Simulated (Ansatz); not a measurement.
Geometry optimisation, RHF/6-31G* in Ansatz.

The input (input.yaml):

```yaml
crystal:
  periodic: [false, false, false]
  atoms:
    - { symbol: Al, position_ang: [0.0, 0.0, 0.0] }
    - { symbol: O, position_ang: [0.0, 0.0, 2.13] }
    - { symbol: H, position_ang: [-0.9095, -0.2814, 2.4671] }
    - { symbol: O, position_ang: [1.5415, 0.0, -0.89] }
    - { symbol: H, position_ang: [1.8414, -0.9519, -1.0449] }
    - { symbol: O, position_ang: [-1.5415, 0.0, -0.89] }
    - { symbol: H, position_ang: [-2.0512, -0.8467, -0.6815] }
    - { symbol: F, position_ang: [0.0892, 1.8864, 0.6275] }
    - { symbol: H, position_ang: [0.0593, 1.2535, 1.7062] }
basis:
  gaussian: { orbitals: "6-31G*" }
hamiltonian:
  xc: hf
relax:
  f_tol: 0.15
  max_steps: 25
  restrain:
    - { distance: [0, 7], at: 1.69, k: 30.0 }
    - { distance: [8, 1], at: 1.01, k: 30.0 }
    - { distance: [0, 1], at: 2.98, k: 30.0 }
    - { distance: [8, 7], at: 2.12, k: 30.0 }
```

Launched with:

```bash
$ ansatz run input.yaml --threads 1 --pin off --max-ram 2048MiB --backend cpu --events-out ev --progress --plain --runs-dir out
```

**Question.** Where does it end, and by what steps?

**Answer.** The run converged. The restraints hold the end off the free minimum. After 11 steps the energy has fallen by 2.433 eV (the restraints' own energy left out); H9 moved furthest, 0.69 Å. Parted: Al1–O2 (2.13 → 2.96 Å). Joined: O2–H9 (1.32 → 0.97 Å).

```csv
step,energy less start (eV),largest force component (eV/Å),accepted
0,0.0000,4.051,yes
1,-0.6528,4.740,yes
2,-1.7121,4.113,yes
3,-2.1491,1.651,yes
4,-2.1453,2.473,yes
5,-2.2441,2.201,yes
6,-2.3753,1.241,yes
7,-2.4080,1.104,yes
8,-2.4325,1.115,yes
9,-2.2807,2.523,no
10,-2.4107,1.207,no
11,-2.4330,1.139,yes
```

```xyz
9
Properties=species:S:1:pos:R:3
Al 0.035 0.411 -0.397
O -0.088 0.094 2.548
H -0.998 0.020 2.805
O 1.498 -0.196 -0.961
H 1.641 -0.992 -1.444
O -1.503 -0.175 -0.752
H -1.708 -1.009 -1.143
F 0.103 1.869 0.407
H 0.051 1.039 2.362
```

The run took 20 s on 1 thread of Arm Neoverse V1, with other jobs on the host, peak memory 0.15 GiB.
